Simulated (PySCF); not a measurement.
NMR data simulated for an unnamed compound:

1H NMR (400 MHz, computed): δ 8.32 (s, 1H), 4.99 (br s, 1H), 4.14 (s, 3H), 1.81 (br s, 1H), 1.07 (br s, 2H).

13C{1H} NMR (computed): δ 169.1 (CH), 53.6 (CH3).

- PBE0/pcSseg-1 with gauge-including orbitals
- geometry from GFN2-xTB
- run in PySCF 2.14
- non-relativistic Hamiltonian, one conformer, gas phase, averaged over atoms made equivalent by symmetry, fast rotation or ring inversion

Shifts are taken against calculated references (same method and geometry level): 1H (σ = 31.72 ppm) and 13C (σ = 186.93 ppm) against TMS.

Task: Which of these does the molecule contain: an OH group, a vinyl group CH=CH2, an NH or NH2 group, a heteroaromatic ring, an amide, a Si–H bond?

Result: 
- An OH group: yes (δH 1.81 (br s)).
- A vinyl group CH=CH2: no.
- An NH or NH2 group: yes (δH 1.07 (br s)).
- A heteroaromatic ring: no.
- An amide: yes (δC 169.1; δH 8.32 (s)).
- A Si–H bond: no.

The data belong to `InChI=1S/C2H8N2O3Si/c1-7-8(3,6)4-2-5/h2,6H,3H2,1H3,(H,4,5)/t8-/m0/s1`; they needn't prove each group on their own.

Carbon signals by region: 1 in the far downfield region (above 160 ppm), 1 at 50–100 ppm. Above 160 ppm: 169.1, amide carbonyl carbon.

OH and NH positions are those of a molecule without intermolecular hydrogen bonds; in solution they move with solvent, concentration and temperature, and exchange usually removes their couplings. Shifts are as computed. Against solution values, carbons near 30 ppm lie about +3 ppm off and those near 130 ppm about +5 ppm. Of 1309 compounds with measured shifts, 239 miss one by over three times the rms of a fit or turn the order of signals round; such compounds aren't used in these exercises. Hydrogen bonding in solution deshields acid and N–H amide carbonyl carbons by as much as 10 ppm beyond these values. Multiplicities follow the n + 1 count of equivalent neighbours, as no J values were calculated; m marks all less simple cases, F and P coupling included.
